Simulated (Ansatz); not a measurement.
Reaction (ligand exchange at the Si–S bond): `CO[SiH2]SC` + `O[SiH3]` → `CO[SiH2]O[SiH3]` + CH₃SH

Computed with Ansatz on PBE0-D4/def2-TZVP structures; ΔE is electronic, products minus reactants. CCSD(T)/CBS adds triple-zeta CCSD(T) − MP2 to the extrapolated MP2 energy (def2 sets, frozen cores). This one scheme is used for every species. DFT in def2-TZVPP. B3LYP here is the variant with VWN-RPA as its local correlation; programs differ in this. HSE06 is defined as in plane-wave codes. Each species was taken in one conformer, which may not be the lowest.

```csv
level,ΔE (kJ/mol),difference from CCSD(T)/CBS
LDA (SPW92),-44.9,14.3
PBE-D4,-42.2,17.0
revPBE-D4,-40.6,18.6
BLYP-D4,-56.4,2.8
r2SCAN-D4,-54.2,5.0
B97M-V,-57.8,1.4
PBE0-D4,-48.8,10.4
B3LYP-D4,-61.3,-2.1
r2SCANh-D4,-55.6,3.6
r2SCAN0-D4,-57.4,1.8
HSE06-D4,-48.6,10.6
BHLYP-D4,-69.7,-10.5
CAM-B3LYP-D4,-67.7,-8.5
ωB97X-V,-59.2,0.0
ωB97M-V,-58.5,0.7
B2PLYP,-63.5,-4.3
PBE,-44.0,15.2
BLYP,-60.3,-1.1
r2SCAN,-54.6,4.6
PBE0,-50.3,8.9
B3LYP,-64.3,-5.1
r2SCANh,-55.9,3.3
r2SCAN0,-57.8,1.4
BHLYP,-72.3,-13.1
CAM-B3LYP,-69.2,-10.0
RPA@PBE/def2-TZVPP,-65.6,-6.4
HF/def2-SVP,-78.1,-18.9
MP2/def2-SVP,-59.6,-0.4
CCSD/def2-SVP,-65.3,-6.1
CCSD(T)/def2-SVP,-62.4,-3.2
HF/def2-TZVPP,-84.1,-24.9
MP2/def2-TZVPP,-57.9,1.3
SCS-MP2/def2-TZVPP,-64.9,-5.7
CCSD/def2-TZVPP,-66.8,-7.6
CCSD(T)/def2-TZVPP,-62.2,-3.0
HF/def2-QZVPP,-86.7,-27.5
SCS-MP2/def2-QZVPP,-64.0,-4.8
HF/CBS(def2),-87.1,-27.9
MP2/CBS(def2),-54.9,4.3
CCSD/CBS(def2),-63.7,-4.5
CCSD(T)/CBS,-59.2,0
```

Task: What do rigid-rotor, harmonic-oscillator terms from PBE0-D4/def2-TZVP frequencies (298.15 K, 1 bar) make of the CCSD(T)/CBS value? (An estimate is asked.)

Result: The calculation gave: ΔZPE = -3.6 kJ/mol, ΔH = -62.8 kJ/mol, ΔS = 11 J/(mol·K), ΔG = -66.2 kJ/mol. Modes under 50 cm⁻¹ make the entropy rough.

Largest T1 diagnostic among the species: 0.011.

In def2-TZVPP, CCSD(T) changes the Hartree–Fock value by +21.8 kJ/mol (the triples alone add +4.6 kJ/mol) and MP2 by +26.1 kJ/mol. From PBE to PBE0 (25 % exact exchange), in def2-TZVPP and without D4, ΔE moves by −6.3 kJ/mol. The D4 term adds +3.0 kJ/mol with B3LYP and +1.5 kJ/mol with PBE0; it sums over pairs of atoms, weighted by their polarisabilities, and B3LYP, whose exchange is more repulsive, gets the larger term.
